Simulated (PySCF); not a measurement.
# Hg(BH4)2 at several levels of theory

Computed with PySCF 2.14.0 (density fitting, no spin-orbit coupling) at the geometry relaxed with PBE0:

```xyz
11
Hg(BH4)2 (singlet)
Hg    0.0000    0.0000    0.1047
B     2.1650    0.0478    0.8542
H     3.2487   -0.0655    0.3092
H     1.8747   -0.9428    1.5054
H     1.7389   -0.0094   -0.4149
H     1.9818    1.1412    1.3558
B    -2.1650   -0.0478    0.8542
H    -3.2487    0.0655    0.3092
H    -1.8747    0.9428    1.5054
H    -1.7389    0.0094   -0.4149
H    -1.9818   -1.1412    1.3558
```

| level | basis | state | HOMO (eV) | gap (eV) | charge on Hg1 (e) | dipole about the centre of mass (D) | largest force component (eV/Å) |
| --- | --- | --- | --- | --- | --- | --- | --- |
| PBE0 | Hg def2-SVP with ECP60, B def2-SVP, H def2-SVP | singlet | -8.97 | 7.48 | 0.47 | 2.47 | 0.03 |
| PBE0 | Hg def2-TZVP with ECP60, B def2-TZVP, H def2-TZVP | singlet | -9.04 | 7.58 | 0.58 | 2.33 | 0.23 |

Charges are Mulliken's, which hang on the basis. The relaxation used the grid (50, 194), these runs (75, 302) or, all-electron (x2c bases, spin-free X2C Hamiltonian), (99, 590).

Q: A further run in the first row's basis gives HOMO (eV) -8.74, gap (eV) 7.00, charge on Hg1 (e) 0.41, dipole about the centre of mass (D) 2.41, largest force component (eV/Å) 0.31. Which level was it?
A. B3LYP
B. wB97X

A: A. The others give HOMO -11.22 eV (wB97X).

In the first row's basis the gap widens with exact exchange: 7.0 to 7.5 eV for B3LYP, PBE0 (a fixed share); 11.7 eV for wB97X (rising or full at long range).

A frequency check found unstable modes (1, the lowest at -56 cm⁻¹), so the relaxed geometry is probably a saddle point.
